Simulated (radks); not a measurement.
Values are calculated unless marked as measured or tabulated.
Task: These are the eigenvalues of the occupied orbitals of an atom or ion with whole-number occupations (hartree). Level of theory: Dirac Kohn-Sham, LDA (Slater exchange, Perdew-Wang correlation), spin-unpolarised, spherical densities, finite nucleus; Fermi nuclear charge, rms radius of each element as measured or else 0.836 A^(1/3) + 0.57 fm (a radial shooting solver on a logarithmic mesh with Libxc functionals).

1s1/2: -690.9225
2s1/2: -97.56977
2p1/2: -89.69311
2p3/2: -86.17989
3s1/2: -17.13501
3p1/2: -14.16830
3p3/2: -13.59806
3d3/2: -8.33970
3d5/2: -8.23335
4s1/2: -3.15036
4p1/2: -2.30786
4p3/2: -2.22404
4d3/2: -0.98714
4d5/2: -0.97797
5p1/2: -0.58666
5p3/2: -0.57406

Which element is it, and in what charge state? The configuration may be excited. Open shells, if any, are shared by 2j + 1.

Result: Z = 41, niobium, charge +2: Nb2+ in [Kr] 4d1 5p2. The list shows which subshells hold electrons but not how many an open one holds; the 1s level, -690.92 hartree, gives Z - s = 37.2 by -(Z - s)^2/2, which with screening and relativity narrows Z to a few neighbours, and the depths of the outer levels then fix element, charge and occupations together.
